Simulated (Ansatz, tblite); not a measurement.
GanFm: gap (eV) at several levels, gas phase, relaxed structures; Ansatz, xTB through tblite. Clusters are the lowest isomers that short searches found in that spin, judged at the geometry's level. The structures are stationary points that may keep the symmetry of their start. Remarks come from the PBE and PBE0 runs and from stability tests at other levels; not every state was tested.

```csv
species,state,geometry,GFN1-xTB,GFN2-xTB,PBE-D4/def2-SVP,PBE-D4/def2-TZVP,PBE0-D4/def2-SVP,PBE0-D4/def2-TZVP,remarks
Ga5F,singlet,PBE-D4/def2-SVP,0.56,0.52,1.17,1.15,2.39,2.38,restricted SCF unstable in HF
Ga2F4,singlet,r2SCAN-D4/def2-SVP,3.90,3.52,5.18,5.21,7.42,7.43,–
```

(1) Estimate the rows for Ga4F4 (singlet, r2SCAN-D4/def2-SVP geometry).

(1) 
```json
{"species": "Ga4F4", "state": "singlet", "geometry": "r2SCAN-D4/def2-SVP", "GFN1-xTB": "6.38", "GFN2-xTB": "6.63", "PBE-D4/def2-SVP": "4.17", "PBE-D4/def2-TZVP": "4.11", "PBE0-D4/def2-SVP": "5.89", "PBE0-D4/def2-TZVP": "5.82"}
```

Over the 3 species that have every level, the mean is 3.61 at GFN1-xTB, 3.56 at GFN2-xTB, 3.50 at PBE-D4/def2-SVP, 3.49 at PBE-D4/def2-TZVP, 5.23 at PBE0-D4/def2-SVP, 5.21 at PBE0-D4/def2-TZVP. Orbital gaps grow with the share of exact exchange and aren't one observable across functionals.
